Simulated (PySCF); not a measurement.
## Core-level binding energies of `C=C[SiH2]CF`

Species: C3H7FSi.
Numbering: `[CH2:1]=[CH:2][SiH2:3][CH2:4][F:5]`

Computed with PySCF 2.14.0, delta-SCF UKS SCAN, pcX-2 on the ionised atom, pcseg-1 elsewhere, spin-free X2C. Binding energies are ΔSCF values: E(core-ionised, relaxed orbitals) − E(ground state) at a fixed geometry, referred to the vacuum level.

Q: List the computed XPS lines with their assignment.

A: 
| atom(s) | bonded to | level | binding energy (eV) | 2p1/2 (eV) | above the level's lowest (eV) | count |
| --- | --- | --- | --- | --- | --- | --- |
| C1 | C (double bond) and 2 H | C 1s | 290.61 | – | +0.34 | 1 |
| C2 | C (double bond), H and Si | C 1s | 290.27 | – | 0.00 | 1 |
| Si3 | 2 C and 2 H | Si 2p3/2 | 106.68 | 107.30 | 0.00 | 1 |
| Si3 | 2 C and 2 H | Si 1s | 1846.42 | – | 0.00 | 1 |
| C4 | F, 2 H and Si | C 1s | 292.44 | – | +2.17 | 1 |
| F5 | C | F 1s | 692.31 | – | 0.00 | 1 |

Lowest listed C 1s: C2, bonded to C (double bond), H and Si. Highest, 2.17 eV above it: C4, bonded to F, 2 H and Si. The widest gap between neighbouring values is 1.83 eV, between 290.61 and 292.44 eV.

Q: Which effective nuclear charge Zeff reproduces each element's mean 1s value in the hydrogen-like formula E = 13.606 eV × Zeff²?

A: C (Z = 6): mean 291.1 eV, Zeff = 4.63, Z − Zeff = 1.37; F (Z = 9): mean 692.3 eV, Zeff = 7.13, Z − Zeff = 1.87; Si (Z = 14): mean 1846.4 eV, Zeff = 11.65, Z − Zeff = 2.35. Means run over the listed sites, weighted by atom count.

Q: What is the longest wavelength that can ionise C 1s of C4 vertically?

A: λ = hc/E = 12398.42 eV Å / 292.44 eV = 42.396 Å.

The 2p values aren't plain energy differences: one relaxed spin-free 2p hole is combined with a matrix within the shell (ground-state 2p orbital-energy differences and spin–orbit coupling). 2p3/2, the mean of its two sublevels, lies a third of the splitting below the shell's mean and 2p1/2 two thirds above it; the statistical areas are 2:1. 2p1/2 minus 2p3/2 (ligand field included): Si 0.62 eV. Isolated species at its PBE0-D3(BJ)/def2-SVP geometry (one conformer only).

Conformer computed: `[CH2:1]=[CH:2][SiH2:3][CH2:4][F:5]`: C1–C2–Si3–C4 123°, C2–Si3–C4–F5 60°.
